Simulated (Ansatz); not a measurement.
Steps of a relaxation of `CSC#[C][AlH2]` with RKS PBE-D4/def2-SVP.

```sh
$ ansatz run in.yaml --threads 4 --pin off --events-out ev --progress --plain --max-ram 10444MiB
```

```yaml
crystal:
  periodic: [false, false, false]
  atoms:
    - {symbol: C, position_ang: [-1.719600, -1.639600, -0.020600]}
    - {symbol: S, position_ang: [-0.205800, -2.057500, -0.836000]}
    - {symbol: C, position_ang: [0.540600, -0.516600, -0.455800]}
    - {symbol: C, position_ang: [1.175800, 0.541800, -0.176600]}
    - {symbol: Al, position_ang: [1.951000, 2.213900, 0.243800]}
    - {symbol: H, position_ang: [-2.196000, -0.677100, -0.520300]}
    - {symbol: H, position_ang: [-1.572700, -1.392300, 1.050500]}
    - {symbol: H, position_ang: [-2.448700, -2.415900, -0.140800]}
    - {symbol: H, position_ang: [1.161900, 3.328500, 1.161200]}
    - {symbol: H, position_ang: [3.396500, 2.563600, -0.302400]}
basis:
  gaussian: {orbitals: def2-SVP}
hamiltonian: {xc: pbe, dispersion: d4}
relax: {f_tol: 0.03, max_steps: 200}
```

Positions (Å) and forces (eV/Å) along the path, 8 of 8 steps:

```xyz
10
step=1 energy=-20602.1052 eV
C    -1.720   -1.640   -0.021   -1.493    2.826   -0.215
S    -0.206   -2.058   -0.836    1.539    1.669    0.131
C     0.541   -0.517   -0.456    0.816   -0.233   -0.173
C     1.176    0.542   -0.177   -1.143   -1.540   -0.416
Al    1.951    2.214    0.244   -0.152    0.635    0.372
H    -2.196   -0.677   -0.520    0.784   -1.550    0.778
H    -1.573   -1.392    1.050    0.039   -0.218   -0.045
H    -2.449   -2.416   -0.141   -0.710   -1.115   -0.065
H     1.162    3.329    1.161    0.165   -0.455   -0.295
H     3.397    2.564   -0.302    0.154   -0.020   -0.073
10
step=2 energy=-20602.3963 eV
C    -1.803   -1.660   -0.024   -0.905    0.965    0.147
S    -0.187   -1.932   -0.781    0.845    0.850   -0.007
C     0.593   -0.438   -0.430   -0.451   -1.080   -0.150
C     1.231    0.601   -0.172   -0.156   -0.041   -0.062
Al    2.034    2.272    0.228    0.022    0.104    0.068
H    -2.312   -0.759   -0.481    0.345   -0.559    0.228
H    -1.716   -1.487    1.071    0.040   -0.112   -0.124
H    -2.449   -2.540   -0.208    0.189   -0.121   -0.053
H     1.199    3.298    1.132    0.053   -0.025   -0.049
H     3.492    2.593   -0.331    0.018    0.020    0.004
10
step=3 energy=-20602.4489 eV
C    -1.824   -1.638   -0.019   -0.211   -0.385    0.177
S    -0.179   -1.890   -0.775    0.048    0.055   -0.047
C     0.583   -0.439   -0.420   -0.058   -0.285    0.001
C     1.217    0.601   -0.166    0.084    0.298    0.024
Al    2.044    2.270    0.225    0.037   -0.063   -0.037
H    -2.340   -0.775   -0.466   -0.042    0.144   -0.114
H    -1.747   -1.508    1.080    0.057   -0.010   -0.085
H    -2.398   -2.568   -0.238    0.117    0.205    0.042
H     1.222    3.304    1.115   -0.022    0.059    0.033
H     3.506    2.590   -0.333   -0.010   -0.016    0.007
10
step=4 energy=-20602.4534 eV
C    -1.830   -1.645   -0.018   -0.054   -0.052    0.051
S    -0.180   -1.886   -0.782   -0.007   -0.009   -0.042
C     0.581   -0.438   -0.421    0.039   -0.054    0.050
C     1.213    0.606   -0.165   -0.044    0.084   -0.014
Al    2.044    2.272    0.228    0.012   -0.023   -0.006
H    -2.344   -0.779   -0.472    0.001    0.022   -0.019
H    -1.736   -1.510    1.076    0.018    0.005   -0.018
H    -2.401   -2.571   -0.229    0.033    0.024   -0.006
H     1.228    3.320    1.114    0.001    0.012    0.001
H     3.508    2.581   -0.328    0.001   -0.011    0.003
10
step=5 energy=-20602.4565 eV
C    -1.830   -1.660   -0.017    0.001   -0.002   -0.008
S    -0.187   -1.866   -0.809    0.006    0.000    0.013
C     0.563   -0.420   -0.417    0.007   -0.001   -0.017
C     1.175    0.637   -0.163   -0.010    0.015    0.006
Al    2.047    2.282    0.231   -0.005   -0.009    0.003
H    -2.360   -0.794   -0.453   -0.006    0.005    0.000
H    -1.718   -1.537    1.077    0.003    0.000    0.004
H    -2.389   -2.591   -0.235   -0.005   -0.008   -0.001
H     1.249    3.372    1.082    0.007    0.004    0.000
H     3.534    2.526   -0.294    0.001   -0.004   -0.001
10
step=6 energy=-20602.4568 eV
C    -1.831   -1.668   -0.018    0.007   -0.009    0.003
S    -0.186   -1.860   -0.810    0.002   -0.006    0.010
C     0.556   -0.410   -0.416   -0.015    0.004   -0.022
C     1.159    0.652   -0.163   -0.011    0.015    0.015
Al    2.044    2.289    0.230    0.030   -0.010    0.012
H    -2.368   -0.804   -0.451   -0.001    0.003   -0.003
H    -1.719   -1.548    1.076   -0.003   -0.001    0.000
H    -2.383   -2.603   -0.238    0.006    0.007    0.000
H     1.271    3.399    1.080   -0.009   -0.006   -0.007
H     3.540    2.502   -0.287   -0.005    0.003   -0.006
10
step=7 energy=-20602.4558 eV rejected
C    -1.833   -1.676   -0.020    0.006    0.000    0.006
S    -0.186   -1.851   -0.812    0.001   -0.003    0.005
C     0.549   -0.399   -0.412   -0.027    0.008   -0.014
C     1.145    0.666   -0.155    0.010   -0.017    0.037
Al    2.055    2.287    0.249   -0.011    0.042   -0.083
H    -2.377   -0.813   -0.447    0.007   -0.008    0.000
H    -1.721   -1.562    1.074   -0.008   -0.001   -0.004
H    -2.378   -2.614   -0.245    0.012    0.015    0.000
H     1.285    3.424    1.067    0.013   -0.029    0.021
H     3.544    2.485   -0.295   -0.003   -0.007    0.033
10
step=8 energy=-20602.4570 eV
C    -1.832   -1.672   -0.018    0.001    0.003   -0.002
S    -0.184   -1.857   -0.807    0.004    0.000    0.008
C     0.551   -0.403   -0.414   -0.009    0.009   -0.013
C     1.151    0.661   -0.161    0.004   -0.009    0.004
Al    2.051    2.290    0.233   -0.001    0.001    0.001
H    -2.371   -0.809   -0.452    0.003   -0.005    0.003
H    -1.723   -1.552    1.076   -0.003    0.000   -0.001
H    -2.379   -2.608   -0.241    0.001    0.002    0.000
H     1.276    3.402    1.079    0.005    0.000   -0.001
H     3.544    2.497   -0.291   -0.005    0.000    0.002
```

It took 8 s on 4 threads of an Arm Neoverse V1 on a shared host, with 0.14 GiB of host memory at the peak.
